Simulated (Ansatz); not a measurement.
The cluster K4H4⁺. The state is a doublet with charge 1. Geometry PBE-D4/def2-SVP, basis def2-TZVP, Ansatz.

```
atom   x (Å)   y (Å)   z (Å)
  K1  -0.380  -2.486  -0.543
  K2  -0.864   0.817   0.849
  K3  -3.041  -2.677   3.966
  K4   0.918   0.524  -2.503
  H5   1.260  -0.484  -0.127
  H6  -1.334  -0.212  -1.518
  H7   1.762   1.875  -0.013
  H8   1.680   2.643  -0.111
```

```json
{"run": "A", "HOMO (eV)": "-6.83", "LUMO (eV)": "-3.00"}
{"run": "B", "HOMO (eV)": "-5.37", "LUMO (eV)": "-4.73"}
{"run": "C", "HOMO (eV)": "-5.62", "LUMO (eV)": "-4.97"}
{"run": "D", "HOMO (eV)": "-7.13", "LUMO (eV)": "-2.26"}
{"run": "E", "HOMO (eV)": "-5.98", "LUMO (eV)": "-4.20"}
{"run": "F", "HOMO (eV)": "-5.64", "LUMO (eV)": "-4.51"}
```

HSE06 is defined as in plane-wave codes, on full-range PBE exchange. In the doublet, H7 and H8 lie 0.78 Å apart (atoms count from 1), so H2 has formed as a molecule. The structure comes from a short search, and lower isomers may exist.

HOMO and LUMO are taken over both spins.

Q: The runs used BLYP, HF, HSE06, LDA (SPW92), PBE0, ωB97M-V. Estimate which is which.

A: A ωB97M-V (range-separated); B BLYP (0 % exact exchange); C LDA (SPW92) (0 % exact exchange); D HF (100 % exact exchange); E PBE0 (25 % exact exchange); F HSE06 (range-separated). Exact exchange lowers occupied and raises empty levels; among semilocal functionals meta-GGAs tend to open the gap a little, and such runs are hard to tell apart. The gap grows from 0.64 eV (BLYP) to 4.87 eV (HF).
